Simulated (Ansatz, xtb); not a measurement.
## C6H3Cl2F: which of two isomers lies lower

Structure I: `FC1=CC(Cl)=C/C1=C\Cl`, a singlet. Structure II: `FC1=CC(Cl)=C/C1=C/Cl`, a singlet. Both are isolated molecules in the gas phase, relaxed with r2SCAN-D4/def2-SVP.

Energies in hartree; the thermal terms are from GFN2-xTB frequencies at re-optimised GFN2-xTB minima (ideal gas, soft modes damped towards free rotors, one conformer each, 298.15 K, 1 atm) and include the zero-point energy:

|  | I | II |
| --- | --- | --- |
| E, CCSD(T)/def2-SVP | −1248.097177 | −1248.093589 |
| E, MP2/def2-SVP | −1247.998282 | −1247.994604 |
| E, MP2/def2-TZVPP | −1249.027406 | −1249.024029 |
| zero-point energy | 0.069279 | 0.069232 |
| H(298 K) − E | 0.078523 | 0.078490 |
| G(298 K) − E | 0.034821 | 0.034932 |

Question: Correct the CCSD(T) difference for the basis set by the MP2 change, then work out ΔE, ΔE₀, ΔH and ΔG for I → II in kcal/mol (1 Eh = 627.51 kcal/mol) and the equilibrium ratio [II]/[I].

Answer: 1. Differences II − I: CCSD(T) +0.003588, MP2 in the small set +0.003678, MP2 in the large set +0.003377 Eh.
2. ΔE = +0.003588 + (+0.003377 − (+0.003678)) = +0.003287 Eh = +2.06 kcal/mol.
3. ΔE₀ = ΔE + ΔZPE = +0.003287 + (−0.000047) Eh = +2.03 kcal/mol.
4. ΔH = ΔE + (−0.000033) Eh = +2.04 kcal/mol.
5. ΔG = ΔE + (+0.000111) Eh = +2.13 kcal/mol, so ΔS = (ΔH − ΔG)/T = −1.3 J/(mol K).
6. kT = 0.9442 mEh, so K = [II]/[I] = exp(−ΔG/kT) = exp(−3.60) ≈ 0.027.

Structure I is favoured at this temperature. An error of 1 kcal/mol in ΔG would change K by a factor of 5.4. Mirror images and further conformers aren't counted.

As drawn, both hold the same kinds of bond in the same numbers.

Other levels gave ΔE = +1.3 (GFN2-xTB); +1.0 (HF/STO-3G, GFN2-xTB geometries); +2.1 (r2SCAN-D4/def2-SVP//GFN2-xTB); +2.1 (r2SCAN-D4/def2-SVP); +2.5 (HF/def2-SVP); +2.3 (MP2/def2-SVP); +2.3 (CCSD(T)/def2-SVP) kcal/mol. The correlated steps freeze 17 core orbitals. Programs: Ansatz 0.2.0, xtb 6.7.1.
